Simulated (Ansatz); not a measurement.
C2H3NOSe from Hartree–Fock to CCSD(T)

| atom | x (Å) | y (Å) | z (Å) |
| --- | --- | --- | --- |
| N1 | -1.4015 | -0.1601 | -0.0955 |
| C2 | -0.2684 | 0.0259 | -0.6856 |
| C3 | 0.8703 | 0.3140 | 0.1275 |
| O4 | 1.9243 | -0.4804 | -0.0441 |
| Se5 | 0.9149 | 1.7579 | 1.1741 |
| H6 | -1.5134 | -0.0661 | 0.9159 |
| H7 | -2.2452 | -0.2867 | -0.6343 |
| H8 | 1.7190 | -1.1046 | -0.7580 |

The species carries charge 0 and has multiplicity 1. Correlated methods include outer-core shells of Se, which these sets cover unevenly. Scalar relativity is left out up to krypton. The bonds changed during the relaxation, so this is another structure than the one it started from. The structure was optimised at the PBE0-D4/def2-TZVP level. It is one conformer, not always the lowest. Frozen core, restricted reference, the Gaussian-basis code of Ansatz.

```json
{"basis": "def2-SVP", "HF (Eh)": "-2606.09447", "MP2 corr.": "-0.83223", "CCSD corr.": "-0.85494", "(T)": "-0.03148", "CCSD(T) total": "-2606.98089"}
{"basis": "def2-TZVPP", "HF (Eh)": "-2606.63948", "MP2 corr.": "-1.01191", "CCSD corr.": "-1.02630", "(T)": "-0.04908", "CCSD(T) total": "-2607.71486"}
{"basis": "def2-QZVPP", "HF (Eh)": "-2606.69591", "MP2 corr.": "-1.36914", "CCSD corr.": "–", "(T)": "–", "CCSD(T) total": "–"}
```
